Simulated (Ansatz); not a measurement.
Geometry optimisation, Ansatz 0.2.0, RKS PBE/def2-SVP.

Input file:

```yaml
crystal:
  periodic: [false, false, false]
  atoms:
    - { symbol: C, position_ang: [-1.3683, 0.4308, 0.3105] }
    - { symbol: C, position_ang: [-0.0007, 0.3872, -0.2757] }
    - { symbol: "N", position_ang: [0.8034, 1.4246, 0.3266] }
    - { symbol: O, position_ang: [0.0432, 0.6171, -1.6665] }
    - { symbol: Ge, position_ang: [0.7642, -1.3919, 0.0843] }
    - { symbol: H, position_ang: [-1.8544, 1.4898, 0.0821] }
    - { symbol: H, position_ang: [-1.3746, 0.3259, 1.4031] }
    - { symbol: H, position_ang: [-2.0287, -0.2844, -0.163] }
    - { symbol: H, position_ang: [1.799, 1.3856, -0.0322] }
    - { symbol: H, position_ang: [0.937, 1.2231, 1.386] }
    - { symbol: H, position_ang: [-0.5599, -0.1362, -2.0476] }
    - { symbol: H, position_ang: [0.8316, -1.6, 1.6517] }
    - { symbol: H, position_ang: [2.1468, -1.4382, -0.4973] }
    - { symbol: H, position_ang: [-0.1517, -2.4627, -0.5333] }
basis:
  gaussian: { orbitals: def2-SVP }
hamiltonian:
  xc: pbe
relax:
  f_tol: 0.015
  max_steps: 40
output:
  orbitals: {}
```

Run as:

```bash
$ ansatz run input.yaml --threads 2 --pin off --max-ram 3072MiB --backend cpu --events-out ev --progress --plain --runs-dir out
```

Where does it end, and by what steps?

The forces met the threshold. After 8 steps the energy has fallen by 0.441 eV; H14 moved furthest, 0.25 Å.

| step | energy less start (eV) | largest force component (eV/Å) | accepted |
| --- | --- | --- | --- |
| 0 | 0.0000 | 2.851 | yes |
| 1 | -0.3827 | 0.943 | yes |
| 2 | -0.4322 | 0.273 | yes |
| 3 | -0.4378 | 0.151 | yes |
| 4 | -0.4391 | 0.085 | yes |
| 5 | -0.4406 | 0.023 | yes |
| 6 | -0.4410 | 0.049 | yes |
| 7 | -0.4412 | 0.051 | yes |
| 8 | -0.4414 | 0.009 | yes |

```xyz
14
Properties=species:S:1:pos:R:3
C -1.417 0.524 0.337
C -0.010 0.387 -0.247
N 0.834 1.439 0.284
O -0.008 0.594 -1.660
Ge 0.776 -1.462 0.103
H -1.803 1.538 0.104
H -1.422 0.383 1.438
H -2.105 -0.231 -0.096
H 1.798 1.340 -0.060
H 0.861 1.407 1.309
H -0.579 -0.093 -2.052
H 0.798 -1.808 1.623
H 2.245 -1.441 -0.408
H 0.018 -2.604 -0.646
```

The run took 34 s on 2 threads of Arm Neoverse V1, with other jobs on the host, peak memory 0.18 GiB.
